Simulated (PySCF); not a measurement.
Cost of excited-state runs on `N(=C)[Si@H]1C[C@H](C=O)C1`, C5H9NOSi

Geometry:
| atom | x (Å) | y (Å) | z (Å) |
| --- | --- | --- | --- |
| C1 | 3.343 | -0.495 | -0.251 |
| N2 | 2.137 | -0.614 | 0.050 |
| Si3 | 0.736 | 0.323 | -0.292 |
| C4 | -0.721 | -0.830 | -0.705 |
| C5 | -1.503 | -0.288 | 0.501 |
| C6 | -2.408 | 0.834 | 0.123 |
| O7 | -2.296 | 1.512 | -0.862 |
| C8 | -0.342 | 0.379 | 1.284 |
| H9 | 3.758 | 0.321 | -0.847 |
| H10 | 4.052 | -1.243 | 0.094 |
| H11 | 0.820 | 1.575 | -1.039 |
| H12 | -1.242 | -0.678 | -1.646 |
| H13 | -0.503 | -1.889 | -0.595 |
| H14 | -2.048 | -1.037 | 1.080 |
| H15 | -3.191 | 1.058 | 0.878 |
| H16 | 0.000 | -0.261 | 2.093 |
| H17 | -0.600 | 1.348 | 1.704 |

PySCF with density fitting, on 1 thread of an Intel Xeon Platinum 8488C, shared host. Command: `OMP_NUM_THREADS=1 python excited_run.py task.json out`

Problem. How long does each of these runs take, and how much memory?
- magnetisability and related constants, PBE0/pcSseg-1; isotopologues
- magnetisability and related constants, PW91/def2-SVP; usual settings

Solution. 
| run | level | basis functions | wall time | peak memory (GiB) |
| --- | --- | --- | --- | --- |
| magnetisability and related constants | PBE0/pcSseg-1 | 188 | 32 s | 0.93 |
| magnetisability and related constants | PW91/def2-SVP | 161 | 34 s | 0.6 |

Times from a shared host are rough.
